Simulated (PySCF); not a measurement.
**Radial density of K⁺ (potassium, charge +1)**

B2PLYP, [Ar], closed-shell 1S. All numbers are calculated (PySCF 2.14, scalar relativity by spin-free X2C-1e, in an even-tempered Gaussian basis (22 s from 0.028 bohr⁻², ratio 2.5; 14 p from 0.036 bohr⁻², ratio 2.5; 6 d from 1.2 bohr⁻², ratio 2.7; 5 f from 1.8 bohr⁻², ratio 2.7)).

```
r (bohr)  4πr²ρ (e/bohr)
 0.00144          0.1382
 0.00242          0.3609
 0.00407          0.9222
 0.00684           2.266
  0.0115           5.210
  0.0193           10.68
  0.0325           18.04
  0.0547           22.26
  0.0921           18.32
   0.155           16.54
   0.260           22.83
   0.438           13.84
   0.737           5.193
    1.24           6.535
    2.08           1.949
    3.51         0.08786
    5.90       0.0002027
```

Densities and radii are taken from the X2C orbitals without a picture-change correction, which distorts them close to the nucleus.
